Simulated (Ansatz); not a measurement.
Ge₂H₈Si (`[GeH3][SiH2][GeH3]`). Total charge 0; spin multiplicity 1. Correlated methods include outer-core shells of Ge, which these sets cover unevenly. Scalar relativity is left out up to krypton.

```json
{"atom": "Ge1", "x (Å)": "0.997", "y (Å)": "1.423", "z (Å)": "-0.965"}
{"atom": "Si2", "x (Å)": "-0.742", "y (Å)": "-0.170", "z (Å)": "-0.647"}
{"atom": "Ge3", "x (Å)": "-0.467", "y (Å)": "-1.301", "z (Å)": "1.427"}
{"atom": "H4", "x (Å)": "0.837", "y (Å)": "2.167", "z (Å)": "-2.301"}
{"atom": "H5", "x (Å)": "2.365", "y (Å)": "0.720", "z (Å)": "-0.958"}
{"atom": "H6", "x (Å)": "0.981", "y (Å)": "2.456", "z (Å)": "0.174"}
{"atom": "H7", "x (Å)": "-0.720", "y (Å)": "-1.158", "z (Å)": "-1.760"}
{"atom": "H8", "x (Å)": "-2.060", "y (Å)": "0.522", "z (Å)": "-0.665"}
{"atom": "H9", "x (Å)": "-0.497", "y (Å)": "-0.292", "z (Å)": "2.587"}
{"atom": "H10", "x (Å)": "0.888", "y (Å)": "-2.028", "z (Å)": "1.456"}
{"atom": "H11", "x (Å)": "-1.581", "y (Å)": "-2.337", "z (Å)": "1.652"}
```

(1) Give the diagnostics of a CCSD(T)/def2-TZVPP run (frozen core, the Gaussian-basis code of Ansatz). (Estimate.)

Answers

(1) Computed: T1 = 0.0121, largest single amplitude 0.024, largest double 0.030, (T) share of the correlation energy 3.3 %, 8 CCSD cycles. The RHF solution is stable towards an unrestricted one. T1 lies under the customary mark of 0.02 for closed shells.
